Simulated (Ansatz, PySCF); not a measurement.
H₂Pb₂, SMILES [PbH]#[PbH]. Atoms are numbered in the order given.

```xyz
4

Pb     0.0000    -1.4364    -0.0102
Pb     0.0000     1.4364    -0.0102
H      1.1866     0.0000     0.8353
H     -1.1866     0.0000     0.8353
```

Geometry optimised at PBE0-D3(BJ)/def2-TZVP. The def2 effective core potentials stand for the cores of Pb; spin–orbit coupling is left out.

Vertical ionisation energy (IE) and electron affinity (EA) in eV. Rows of orbital energies are one-electron estimates. Where ΔSCF, EOM or ADC give a negative EA the extra electron is unbound and the value depends on the basis.

```tsv
level	IE	EA
−ε(HOMO), −ε(LUMO), PBE0/def2-TZVPD (PySCF)	4.84	1.88
−ε(HOMO), −ε(LUMO), PBE/def2-TZVPD (PySCF)	4.13	2.56
ΔSCF, PBE0/def2-TZVPD (Ansatz), final states of multiplicity 2 and 2	6.61	0.39
ΔSCF, PBE/def2-TZVPD (Ansatz), final states of multiplicity 2 and 2	6.63	0.42
```

Problem. What vertical singlet–triplet gap does ΔSCF give with PBE0/def2-TZVPD (Ansatz, a program for electronic structure) and with PBE/def2-TZVPD (Ansatz)? (The exact figures need the calculation; the answer reports its results.)

Solution. 1.23 and 1.34 eV (triplet above singlet where positive).
